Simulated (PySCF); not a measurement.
C3H8AlF, singlet, geometry from GFN2-xTB (such geometries of metal compounds can be far from the true shape); DF-B3LYP/pcseg-1 (PySCF).

PySCF was given this input:
```python
from pyscf import gto, scf, dft

mol = gto.Mole()
mol.atom = '''
    Al   -0.280350    1.050665    0.145732
    F     0.391161    2.215891   -0.809454
    H    -0.956829    1.600223    1.404450
    C    -0.258315   -0.937903   -0.174976
    C    -0.797928   -1.549223    1.124615
    C     1.124276   -1.504059   -0.535437
    H    -0.941159   -1.237069   -0.987124
    H    -0.937304   -2.626561    1.033002
    H    -0.110560   -1.361387    1.949490
    H    -1.756257   -1.096897    1.385716
    H     1.520670   -1.010489   -1.423686
    H     1.067640   -2.574757   -0.736806
    H     1.829700   -1.347620    0.280312
'''
mol.basis = 'pcseg-1'
mol.charge = 0
mol.spin = 0
mol.verbose = 4
mol.max_memory = 1800
mol.build()

mf = dft.RKS(mol)
mf.xc = 'b3lyp'
mf = mf.density_fit(auxbasis='def2-universal-jkfit')
mf.kernel()
```

It wrote (shortened):

```
PySCF version 2.14.0

[INPUT] verbose = 4
[INPUT] num. atoms = 13
[INPUT] num. electrons = 48
[INPUT] charge = 0
[INPUT] spin (= nelec alpha-beta = 2S) = 0
[INPUT] symmetry False subgroup None
[INPUT] Mole.unit = angstrom
[INPUT] Symbol           X                Y                Z      unit          X                Y                Z       unit  Magmom
[...]
nuclear repulsion = 217.307579515987
number of shells = 31
number of NR pGTOs = 200
number of NR cGTOs = 114
basis = pcseg-1
ecp = {}

******** <class 'pyscf.df.df_jk.DFRKS'> ********
method = DFRKS
initial guess = minao
damping factor = 0
level_shift factor = 0
DIIS = <class 'pyscf.scf.diis.CDIIS'>
diis_start_cycle = 1
diis_space = 8
diis_damp = 0
SCF conv_tol = 1e-09
SCF conv_tol_grad = None
SCF max_cycles = 50
direct_scf = False
XC library pyscf.dft.libxc version 7.1.2
    S. Lehtola, C. Steigemann, M. J. T. Oliveira, and M. A. L. Marques,  SoftwareX 7, 1–5 (2018)
XC functionals = b3lyp
    P. J. Stephens, F. J. Devlin, C. F. Chabalowski, and M. J. Frisch,  J. Phys. Chem. 98, 11623 (1994)
radial grids:
    Treutler-Ahlrichs [JCP 102, 346 (1995); DOI:10.1063/1.469408] (M4) radial grids

becke partition: Becke, JCP 88, 2547 (1988); DOI:10.1063/1.454033
pruning grids: <function nwchem_prune>
grids dens level: 3
symmetrized grids: False
atomic radii adjust function: <function treutler_atomic_radii_adjust>
small_rho_cutoff = 0
Set gradient conv threshold to 3.16228e-05
Initial guess from minao.
tot grids = 154264
******** <class 'pyscf.df.df.DF'> ********
auxbasis = def2-universal-jkfit
init E= -461.462259538875
[...]
cycle= 1 E= -461.348877107708  delta_E= 0.113  |g|= 0.674  |ddm|=  3.3
[...]
cycle= 2 E= -461.198255578705  delta_E= 0.151  |g|= 1.15  |ddm|= 1.43
[...]
cycle= 3 E= -461.443929241535  delta_E= -0.246  |g|= 0.102  |ddm|= 0.879
[...]
cycle= 4 E= -461.445976508888  delta_E= -0.00205  |g|= 0.0408  |ddm|= 0.121
[...]
cycle= 5 E= -461.446361247103  delta_E= -0.000385  |g|= 0.00807  |ddm|= 0.0442
[...]
cycle= 6 E= -461.44637690253  delta_E= -1.57e-05  |g|= 0.00293  |ddm|= 0.0106
[...]
cycle= 7 E= -461.446379006421  delta_E= -2.1e-06  |g|= 0.000254  |ddm|= 0.00256
[...]
cycle= 8 E= -461.446379023123  delta_E= -1.67e-08  |g|= 6.35e-05  |ddm|= 0.000438
[...]
cycle= 9 E= -461.446379024354  delta_E= -1.23e-09  |g|= 1.26e-05  |ddm|= 0.000112
[...]
cycle= 10 E= -461.446379024386  delta_E= -3.19e-11  |g|= 2.73e-06  |ddm|= 1.67e-05
[...]
Extra cycle  E= -461.446379024387  delta_E= -7.96e-13  |g|= 3.77e-06  |ddm|= 6.19e-06
converged SCF energy = -461.446379024387
```
